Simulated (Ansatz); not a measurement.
Gas-phase electronic energies from Ansatz, PBE0-D4/def2-TZVP geometries. CCSD(T)/CBS is the MP2 limit (def2-TZVPP, def2-QZVPP) plus CCSD(T) − MP2 in def2-TZVPP, frozen cores. DFT in def2-TZVPP. B3LYP here is the variant with VWN-RPA as its local correlation; programs differ in this. Each species was taken in one conformer, which may not be the lowest.

Consider the redistribution: `N[SiH](F)C[SiH3]` + `C=C[SiH3]` → `F[SiH2]C[SiH3]` + `C=C[SiH2]N`.

```csv
level,ΔE (kcal/mol)
B3LYP-D4,6.5
SCS-MP2/def2-QZVPP,5.9
HF/CBS(def2),5.4
MP2/CBS(def2),6.2
```

(1) What does CCSD(T)/CBS give? (Best estimate.)

Largest T1 diagnostic among the species: 0.011.

Answers

(1) The calculation gave: +6.4 kcal/mol. The listed levels differ from it by 0.1, -0.5, -1.0, -0.2 kcal/mol.

In def2-TZVPP, CCSD(T) changes the Hartree–Fock value by +1.1 kcal/mol (the triples alone add +0.2 kcal/mol) and MP2 by +0.8 kcal/mol.
